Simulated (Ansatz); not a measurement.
C2H3BBr2, SMILES `BrB1CC1Br`, relaxed with RKS PBE0-D4/def2-TZVP in Ansatz 0.2.0 from a PBE-D4/def2-SVP geometry. The force threshold is 0.005 eV/Å; the program also tests the step.

Total charge 0; spin multiplicity 1.

Start:

```xyz
8

Br    1.303   -1.815   -1.740
B     0.477   -0.512   -0.675
C     0.584    0.589    0.388
C    -0.808    0.062   -0.066
Br   -1.818   -1.074    1.144
H     0.781    1.645    0.128
H     0.954    0.327    1.396
H    -1.473    0.779   -0.575
```

```
step   energy (eV)  largest force (eV/Å)  largest move (Å)
   1  -142872.8668                 0.509             0.000
   2  -142872.8970                 0.201             0.023
   3  -142872.9005                 0.016             0.012
   4  -142872.9006                 0.006             0.003
   5  -142872.9006                 0.004             0.001
```

End:

```xyz
8

Br    1.281   -1.802   -1.727
B     0.476   -0.502   -0.664
C     0.580    0.587    0.387
C    -0.800    0.062   -0.068
Br   -1.792   -1.064    1.129
H     0.773    1.625    0.127
H     0.934    0.328    1.382
H    -1.453    0.766   -0.567
```

Run time 15 s (4 threads of a server CPU on a shared host); peak host memory 0.72 GiB.
